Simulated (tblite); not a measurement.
Level: GFN2-xTB in tblite, geometry and Hessian alike; calculated harmonic values, unscaled, isolated species. This tight-binding method is rough: wavenumbers can miss measured ones by several per cent, in bad cases by 10 to 20. Modes of hydrogen on phosphorus and silicon can be 10 to 20 % off. One conformer each. Thermal functions are those of the rigid rotor and harmonic oscillator, without mixing of conformers.

Question: Order these by their ideal-gas entropy at 298.15 K and 1 bar, highest first (cal/(mol K)).
A. `C#C[Si@@]1(C)[SiH2][SiH2][Si@H]1O`
B. `[C@]1(F)(C)CC=CC1=O`
C. `C#CC(=O)[C@H](CF)C`
D. `C#Cc1pcc(C)s1`
E. `CC1=C[PH](=O)C=C1C`
F. `[SiH2]1[Si@H](OC)[SiH2][Si@H]1C#C`

Answer: A (121.2), F (120.0), C (94.7), D (92.8), E (91.1), B (85.6).

```json
{"SMILES": "C#C[Si@@]1(C)[SiH2][SiH2][Si@H]1O", "atoms": "18", "mass (u)": "173.98", "symmetry number": "1", "modes under 300 cm⁻¹": "13", "ZPE (kcal/mol)": "69.1", "S translation (cal/(mol K))": "41.4", "S rotation": "30.7", "S vibration": "49.2", "S": "121.2", "Cp": "54.5"}
{"SMILES": "C#C[Si@H]1[SiH2][Si@H](OC)[SiH2]1", "atoms": "18", "mass (u)": "173.98", "symmetry number": "1", "modes under 300 cm⁻¹": "12", "ZPE (kcal/mol)": "68.0", "S translation (cal/(mol K))": "41.4", "S rotation": "30.7", "S vibration": "47.9", "S": "120.0", "Cp": "52.9"}
{"SMILES": "C#CC(=O)[C@@H](C)CF", "atoms": "15", "mass (u)": "114.05", "symmetry number": "1", "modes under 300 cm⁻¹": "7", "ZPE (kcal/mol)": "70.4", "S translation (cal/(mol K))": "40.1", "S rotation": "28.6", "S vibration": "26.0", "S": "94.7", "Cp": "33.3"}
{"SMILES": "C#Cc1pcc(C)s1", "atoms": "13", "mass (u)": "139.98", "symmetry number": "1", "modes under 300 cm⁻¹": "6", "ZPE (kcal/mol)": "53.7", "S translation (cal/(mol K))": "40.7", "S rotation": "29.1", "S vibration": "22.9", "S": "92.8", "Cp": "33.3"}
{"SMILES": "CC1=C[PH](=O)C=C1C", "atoms": "17", "mass (u)": "128.04", "symmetry number": "1", "modes under 300 cm⁻¹": "6", "ZPE (kcal/mol)": "83.0", "S translation (cal/(mol K))": "40.5", "S rotation": "28.7", "S vibration": "21.9", "S": "91.1", "Cp": "34.9"}
{"SMILES": "C[C@]1(F)CC=CC1=O", "atoms": "15", "mass (u)": "114.05", "symmetry number": "1", "modes under 300 cm⁻¹": "5", "ZPE (kcal/mol)": "71.9", "S translation (cal/(mol K))": "40.1", "S rotation": "27.8", "S vibration": "17.7", "S": "85.6", "Cp": "30.1"}
```

Entropies and Cp are for 298.15 K and 1 bar.
